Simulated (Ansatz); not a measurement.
OsO4. Total charge 0; singlet. Geometry PBE0-D4/def2-SVP.

```xyz
5

Os    0.000    0.000    0.000
O     0.845   -1.058    1.016
O    -0.679    1.246    0.923
O    -1.230   -0.846   -0.798
O     1.064    0.658   -1.140
```

In the def2 sets Os takes a core potential; there is no spin–orbit coupling. The restricted singlet is unstable towards broken spin symmetry in Hartree–Fock (as tested in another run); at PBE-D4/def2-TZVP, r2SCAN-D4/def2-TZVP, PBE0-D4/def2-SVP, CAM-B3LYP-D4/def2-TZVP and others this wasn't settled.

Estimate the orbital energies around the gap (eV) in Ansatz with PBE-D4/def2-TZVP, r2SCAN-D4/def2-TZVP, PBE0-D4/def2-SVP, CAM-B3LYP-D4/def2-TZVP, ωB97X-V/def2-TZVP.


| orbital | PBE-D4/def2-TZVP | r2SCAN-D4/def2-TZVP | PBE0-D4/def2-SVP | CAM-B3LYP-D4/def2-TZVP | ωB97X-V/def2-TZVP |
| --- | --- | --- | --- | --- | --- |
| HOMO−13 | -25.00 | -26.40 | -27.88 | -29.70 | -30.95 |
| HOMO−12 | -25.00 | -26.40 | -27.88 | -29.70 | -30.95 |
| HOMO−11 | -13.38 | -13.88 | -15.55 | -17.09 | -18.23 |
| HOMO−10 | -13.38 | -13.88 | -15.55 | -17.09 | -18.23 |
| HOMO−9 | -13.18 | -13.73 | -15.26 | -16.79 | -17.88 |
| HOMO−8 | -13.18 | -13.73 | -15.26 | -16.79 | -17.88 |
| HOMO−7 | -13.18 | -13.73 | -15.26 | -16.79 | -17.88 |
| HOMO−6 | -11.04 | -11.47 | -12.79 | -14.21 | -15.17 |
| HOMO−5 | -9.58 | -9.98 | -11.18 | -12.77 | -13.73 |
| HOMO−4 | -9.58 | -9.98 | -11.18 | -12.77 | -13.73 |
| HOMO−3 | -9.58 | -9.98 | -11.18 | -12.77 | -13.73 |
| HOMO−2 | -8.95 | -9.35 | -10.62 | -11.98 | -12.90 |
| HOMO−1 | -8.95 | -9.35 | -10.62 | -11.98 | -12.90 |
| HOMO | -8.95 | -9.35 | -10.62 | -11.98 | -12.90 |
| LUMO | -4.73 | -4.84 | -4.28 | -3.23 | -2.12 |
| LUMO+1 | -4.73 | -4.84 | -4.28 | -3.23 | -2.12 |
| LUMO+2 | -2.57 | -2.51 | -1.81 | -0.87 | 0.30 |
| LUMO+3 | -2.57 | -2.51 | -1.81 | -0.87 | 0.30 |
| LUMO+4 | -2.57 | -2.51 | -1.81 | -0.87 | 0.30 |
| LUMO+5 | -0.96 | -0.39 | -0.15 | 0.46 | 1.57 |
